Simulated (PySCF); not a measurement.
1,3-oxasiletane-2,4-dione (C2H2O3Si), SMILES O=C1OC(=O)[SiH2]1. Atoms are numbered in the order given.

```xyz
8

O      2.2390     0.0000     0.6538
C      1.1159     0.0000     0.2643
O      0.0000     0.0000     1.1411
C     -1.1159     0.0000     0.2643
O     -2.2390     0.0000     0.6538
Si     0.0000     0.0000    -1.3198
H      0.0000    -1.2319    -2.1419
H      0.0000     1.2319    -2.1419
```
Charge 0, spin multiplicity 1.

The structure is a stationary point at TPSSh-D3(BJ)/def2-SVP.

Method: PBE/pcSseg-1 (PySCF).

GIAO shieldings, no solvent; atoms alike by connectivity are averaged. δ = σ(ref) − σ: ¹⁷O against H2O (σ = 334.3 ppm); ¹³C against TMS (σ = 182.0 ppm); ²⁹Si against TMS (σ = 335.4 ppm); ¹H against TMS (σ = 31.49 ppm), references at their B3LYP-D3(BJ)/def2-TZVP geometries, non-relativistic.

```json
[
 {"atoms": "O3", "nucleus": "¹⁷O", "count": "1", "δ (ppm)": "___"},
 {"atoms": "O1, O5", "nucleus": "¹⁷O", "count": "2", "δ (ppm)": "548.1"},
 {"atoms": "C2, C4", "nucleus": "¹³C", "count": "2", "δ (ppm)": "___"},
 {"atoms": "Si6", "nucleus": "²⁹Si", "count": "1", "δ (ppm)": "-29.4"},
 {"atoms": "H7, H8", "nucleus": "¹H", "count": "2", "δ (ppm)": "5.72"}
]
```

What belongs in the gaps? (Estimate from the structure and the level; the computed values follow.)


- C2, C4, δ (ppm): 178.0
- O3, δ (ppm): 602.9
